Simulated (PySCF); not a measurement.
## Ionisation energy of Kr by level of theory

Kr [Kr] (1S) → Kr⁺ [Ar] 3d10 4s2 4p5 (2P), as a difference of total energies. All numbers are calculated (PySCF 2.14, scalar relativity by spin-free X2C-1e, in cc-pVDZ-DK (5s4p2d, 27 functions)). Correlated levels: valence: [Ar] 3d10 frozen. The calculations carry no spin-orbit coupling.

| method | ionisation energy (eV) | error (eV) |
| --- | --- | --- |
| UHF | 13.157 | -1.065 |
| LDA | 14.322 | +0.100 |
| PBE0 | 14.121 | -0.101 |
| MP2 (valence) | 13.808 | -0.414 |
| SCS-MP2 (valence) | 13.731 | -0.491 |
| CCSD (valence) | 13.700 | -0.522 |
| CCSD(T) (valence) | 13.700 | -0.522 |

Reference: 14.222 eV (measured; NIST levels, between the centres of gravity of the two terms).

Errors of the correlated levels include the incompleteness of this basis and the frozen core.
